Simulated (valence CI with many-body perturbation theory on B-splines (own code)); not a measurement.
Xe22+ in brief

Level of theory: valence CI with perturbative core correlation (CI+MBPT): four valence electrons over a frozen Dirac-Fock core [Ar] 3d10, radial functions for each j: 9 s, 9 p, 8 d, 6 f, 3 g, 1 h, with the one-electron correlation potential Σ1, the two-electron term Σ2, the three-electron term Σ3, Breit, model QED; selected CI, second order for the rest, scaled by the run's own slope (own B-spline code, finite nucleus).

No measured spectrum was set against this ion. As an estimate, levels hold to about 250 cm⁻¹ or 0.2 % of their energy and the worst to 1 %, as in measured heavy ions of charge 2 to 7; those with d or f electrons hold less well.

Levels are named by their leading jj configuration (3d3/2^4 stands for four electrons in 3d with j = 3/2), which in mixed levels can hold well under half, so a name can repeat and another be missing.

Rates and lifetimes use the calculated energies. Strong lines usually hold to 10 to 20 %, long lifetimes can be off by a factor of two.

What is the ground level?

(4s^2 4p1/2^2) J=0, composition 77 % 4s2 4p2 3P + 22 % 4s2 4p2 1S.

What is the ionisation energy?

701.38 eV; NIST lists 700 ± 4 eV (theoretical).

What are the static dipole polarisabilities of the lowest levels?

(4s^2 4p1/2^2) J=0 0.193; (4s^2 4p1/2 4p3/2) J=1 0.205 (tensor 0.0080); (4s^2 4p1/2 4p3/2) J=2 0.204 (tensor 0.011) bohr³, of which the core gives 0.0116.

Name the longest-lived excited levels whose lifetime is computed, and their main decay.

(4s^2 4p1/2 4p3/2) J=2 at 16.54 eV lives 5.32 ms, mostly by E2 to (4s^2 4p1/2^2) J=0; (4s^2 4p3/2 4d5/2) J=4 at 119.85 eV lives 49.1 μs, mostly by M1 to (4s^2 4p1/2 4d5/2) J=3; (4s^2 4p1/2 4p3/2) J=1 at 14.08 eV lives 48.7 μs, mostly by M1 to (4s^2 4p1/2^2) J=0.

Where does the other parity begin?

At (4s 4p1/2^2 4p3/2) J=2, 62.63 eV.

How well does LS coupling describe the low levels?

Among the lowest 20 levels the leading LS term, summed over configurations, holds 65 % on average. For single configurations the figures are 63 % in LS and 81 % in jj coupling. Terms mix most in the J = 1 level at 111.91 eV, where the leading one holds 38 %.

Among levels below 155.63 eV, which E1 lines absorb most strongly from the ground level?

to (4s^2 4p1/2 4d3/2) J=1 at 11.24 nm, f = 1.29; to (4s 4p1/2^2 4p3/2) J=1 at 17.30 nm, f = 0.383; to (4s 4p3/2^3) J=1 at 11.08 nm, f = 0.358.
